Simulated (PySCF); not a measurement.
Isomers of C2H12OSSi3.

All values: PBE0/pcSseg-1 (PySCF) at GFN2-xTB geometries, gas phase, one conformer each.

Task: Rank by the highest Hirshfeld charge on any atom, lowest value first.
A. `[CH3:1][O:2][SiH2:3][Si@@H:4]([CH3:5])[S:6][SiH3:7]` with C1–O2–Si3–Si4 180°, O2–Si3–Si4–C5 62°, Si3–Si4–S6–Si7 179°
B. `[CH3:1][O:2][CH2:3][S:4][SiH2:5][SiH2:6][SiH3:7]` with C1–O2–C3–S4 -178°, O2–C3–S4–Si5 22°, C3–S4–Si5–Si6 -68°, S4–Si5–Si6–Si7 -10°
C. `[CH3:1][C@@H:2]([SiH2:3][O:4][SiH3:5])[S:6][SiH3:7]` with C1–C2–Si3–O4 55°, C2–Si3–O4–Si5 20°, C1–C2–S6–Si7 93°
D. `[OH:1][Si@H:2]([CH2:3][CH2:4][SiH3:5])[SiH2:6][SH:7]` with H–O1–Si2–C3 -55°, O1–Si2–C3–C4 75°, Si2–C3–C4–Si5 -68°, O1–Si2–Si6–S7 175°, Si2–Si6–S7–H 175°

Result: B (+0.211 e), A (+0.310 e), D (+0.341 e), C (+0.395 e).

Task: Rank by HOMO–LUMO gap, lowest first.
A. `[CH3:1][CH2:2][Si@:3]([OH:4])([SiH3:5])[S:6][SiH3:7]` with C1–C2–Si3–O4 -56°, C2–Si3–O4–H 81°, C2–Si3–S6–Si7 58°
B. `[CH3:1][C@@H:2]([SiH3:3])[S:4][SiH2:5][O:6][SiH3:7]` with C1–C2–S4–Si5 144°, C2–S4–Si5–O6 -36°, S4–Si5–O6–Si7 -36°
C. `[CH3:1][O:2][CH2:3][S:4][SiH2:5][SiH2:6][SiH3:7]` with C1–O2–C3–S4 -178°, O2–C3–S4–Si5 22°, C3–S4–Si5–Si6 -68°, S4–Si5–Si6–Si7 -10°

Result: C (6.13 eV), B (6.49 eV), A (6.76 eV).

Task: Rank by the lowest IAO charge on any atom, highest value first.
A. `[OH:1][Si@H:2]([CH2:3][CH2:4][SiH3:5])[SiH2:6][SH:7]` with H–O1–Si2–C3 -55°, O1–Si2–C3–C4 75°, Si2–C3–C4–Si5 -68°, O1–Si2–Si6–S7 175°, Si2–Si6–S7–H 175°
B. `[CH3:1][O:2][CH2:3][S:4][SiH2:5][SiH2:6][SiH3:7]` with C1–O2–C3–S4 -178°, O2–C3–S4–Si5 22°, C3–S4–Si5–Si6 -68°, S4–Si5–Si6–Si7 -10°
C. `[CH3:1][O:2][SiH2:3][Si@@H:4]([CH3:5])[S:6][SiH3:7]` with C1–O2–Si3–Si4 180°, O2–Si3–Si4–C5 62°, Si3–Si4–S6–Si7 179°
D. `[CH3:1][C@@H:2]([SiH3:3])[S:4][SiH2:5][O:6][SiH3:7]` with C1–C2–S4–Si5 144°, C2–S4–Si5–O6 -36°, S4–Si5–O6–Si7 -36°

Result: B (-0.379 e), C (-0.702 e), A (-0.792 e), D (-0.890 e).

All values together:

```
                       SMILES  μ (D)  HOMO (eV)  LUMO (eV)  lowest IAO charge (e)  highest IAO charge (e)  lowest Hirshfeld charge (e)  highest Hirshfeld charge (e)
C[C@@H]([SiH2]O[SiH3])S[SiH3]   1.55      -6.85      -0.18             -0.886 (O)             +1.028 (Si)                   -0.301 (O)                   +0.395 (Si)
    CO[SiH2][Si@@H](C)S[SiH3]   2.08      -7.05      -0.62             -0.702 (C)             +0.738 (Si)                   -0.229 (O)                   +0.310 (Si)
C[C@@H]([SiH3])S[SiH2]O[SiH3]   1.70      -6.78      -0.29             -0.890 (O)             +0.943 (Si)                   -0.298 (O)                   +0.396 (Si)
     O[Si@H](CC[SiH3])[SiH2]S   1.89      -7.08      -0.62             -0.792 (O)             +0.886 (Si)                   -0.304 (O)                   +0.341 (Si)
    CC[Si@](O)([SiH3])S[SiH3]   1.61      -7.14      -0.38             -0.783 (O)             +0.942 (Si)                   -0.303 (O)                   +0.344 (Si)
       COCS[SiH2][SiH2][SiH3]   3.10      -6.66      -0.53             -0.379 (O)             +0.421 (Si)                   -0.107 (S)                   +0.211 (Si)
```

Conformers: `[CH3:1][C@@H:2]([SiH2:3][O:4][SiH3:5])[S:6][SiH3:7]` with C1–C2–Si3–O4 55°, C2–Si3–O4–Si5 20°, C1–C2–S6–Si7 93°; `[CH3:1][O:2][SiH2:3][Si@@H:4]([CH3:5])[S:6][SiH3:7]` with C1–O2–Si3–Si4 180°, O2–Si3–Si4–C5 62°, Si3–Si4–S6–Si7 179°; `[CH3:1][C@@H:2]([SiH3:3])[S:4][SiH2:5][O:6][SiH3:7]` with C1–C2–S4–Si5 144°, C2–S4–Si5–O6 -36°, S4–Si5–O6–Si7 -36°; `[OH:1][Si@H:2]([CH2:3][CH2:4][SiH3:5])[SiH2:6][SH:7]` with H–O1–Si2–C3 -55°, O1–Si2–C3–C4 75°, Si2–C3–C4–Si5 -68°, O1–Si2–Si6–S7 175°, Si2–Si6–S7–H 175°; `[CH3:1][CH2:2][Si@:3]([OH:4])([SiH3:5])[S:6][SiH3:7]` with C1–C2–Si3–O4 -56°, C2–Si3–O4–H 81°, C2–Si3–S6–Si7 58°; `[CH3:1][O:2][CH2:3][S:4][SiH2:5][SiH2:6][SiH3:7]` with C1–O2–C3–S4 -178°, O2–C3–S4–Si5 22°, C3–S4–Si5–Si6 -68°, S4–Si5–Si6–Si7 -10°.
